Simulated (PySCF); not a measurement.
## Electronic structure of Ho+ (holmium, charge +1) at the wB97M-V level

Configuration: [Xe] 4f11 6s1, one real determinant. Computed with PySCF 2.14 in x2c-TZVPPall, with the spin-free X2C one-electron Hamiltonian (Gaussian nucleus).

* Total energy: -12614.99 hartree
* One-electron energy: -17272.98 hartree
* Hartree (Coulomb) energy: 4931.71 hartree
* Exchange-correlation energy: -273.72 hartree
* ⟨S²⟩: 6.0022
* ⟨L²⟩: 34.008
* Sum of ⟨r⟩: 39.50 bohr
* Sum of ⟨r²⟩: 53.44 bohr²
* Traceless quadrupole moment −½Σ⟨3z² − r²⟩ along its main axis: 0.0227 e·bohr²
* Langevin diamagnetic susceptibility: -42.3 ×10⁻⁶ cm³/mol
* Time after the integrals: about 28 core-seconds

```
shell  electrons  mean orbital energy (hartree)  spread (hartree)  rms radius, mean of both spins (bohr)
 1s α          1                    -2039.09597                 0                                 0.0236
 1s β          1                    -2039.09501                 0                                 0.0236
 2s α          1                     -342.69782                 0                                 0.0953
 2s β          1                     -342.69556                 0                                 0.0953
 2p α          3                     -304.08200           0.00231                                 0.0859
 2p β          3                     -304.08009           0.00219                                 0.0859
 3s α          1                      -77.35259                 0                                  0.245
 3s β          1                      -77.29222                 0                                  0.245
 3p α          3                      -65.43546           0.01310                                  0.246
 3p β          3                      -65.37386           0.00884                                  0.246
 3d α          5                      -50.03335           0.01623                                  0.225
 3d β          5                      -49.98198           0.00803                                  0.225
 4s α          1                      -15.83299                 0                                  0.551
 4s β          1                      -15.70790                 0                                  0.551
 4p α          3                      -11.87616           0.02045                                  0.586
 4p β          3                      -11.74846           0.01250                                  0.586
 4d α          5                       -6.44541           0.03130                                  0.644
 4d β          5                       -6.30495           0.01724                                  0.644
 5s α          1                       -2.31334                 0                                   1.37
 5s β          1                       -2.25020                 0                                   1.37
 5p α          3                       -1.36253           0.00798                                   1.63
 5p β          3                       -1.31733           0.00538                                   1.63
 4f α          7                       -0.56803           0.03275                                  0.961
 4f β          4                       -0.49407           0.04313                                  0.961
 6s α          1                       -0.41522                 0                                   3.97
```

⟨L²⟩ = 34.01 against 42 for a pure I term, so this real determinant mixes terms. Spin-orbit coupling, absent here, splits the open shell strongly.

Densities and radii are taken from the X2C orbitals without a picture-change correction, which distorts them close to the nucleus.
